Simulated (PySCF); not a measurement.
trisilylphosphine (H9PSi3), singlet, geometry from GFN2-xTB. Base run: CCSD(T)/STO-3G run with PySCF.

PySCF was given this input:
```python
from pyscf import gto, scf, cc

mol = gto.Mole()
mol.atom = '''
    Si   -0.731504    1.823058   -0.407917
    P     0.188212   -0.173504   -0.737277
    Si    1.864737   -0.162405    0.722091
    Si   -1.275283   -1.529703    0.242275
    H     0.236601    2.814525   -0.869990
    H    -1.054774    2.071249    1.000379
    H    -1.955103    1.860164   -1.204897
    H     2.822957    0.836621    0.255715
    H     2.443405   -1.503574    0.709543
    H     1.428875    0.171890    2.081382
    H    -0.684659   -2.865665    0.231555
    H    -2.496811   -1.479831   -0.557180
    H    -1.574971   -1.136111    1.622375
'''
mol.basis = 'sto-3g'
mol.charge = 0
mol.spin = 0
mol.verbose = 4
mol.build()

mf = scf.RHF(mol)
mf.kernel()

mycc = cc.CCSD(mf)
mycc.kernel()
et = mycc.ccsd_t()
print('E(CCSD(T)) = %.10f' % (mycc.e_tot + et))
mf.analyze()
```

Each row names what was changed in the base input (with any setting that the change needs).

```tsv
change	ΔE vs base (mEh)	MP2 correlation (Eh)	CC correlation without the perturbative part (Eh)	basis functions
base	0.000	-0.16285	-0.22512	45
frozen = 20	___	___	___	45
cc.direct = True	0.000	-0.16285	-0.22512	45
method = ccsd	2.458	-0.16285	-0.22512	45
method = mp2	64.732	-0.16285	-	45
cc.level_shift = 0.2	0.000	-0.16285	-0.22512	45
frozen = 21	___	___	___	45
density fitting = JK and correlation	-0.868	-0.16271	-0.22498	45
cc.diis_space = 10	0.000	-0.16285	-0.22512	45
method = cisd	___	-	-	45
```

Task: Fill in the missing entries.

Result: 
- frozen = 20, ΔE vs base (mEh): 11.114
- frozen = 20, MP2 correlation (Eh): -0.15078
- frozen = 20, CC correlation without the perturbative part (Eh): -0.21449
- frozen = 21, ΔE vs base (mEh): 26.528
- frozen = 21, MP2 correlation (Eh): -0.13991
- frozen = 21, CC correlation without the perturbative part (Eh): -0.19928
- method = cisd, ΔE vs base (mEh): 27.657
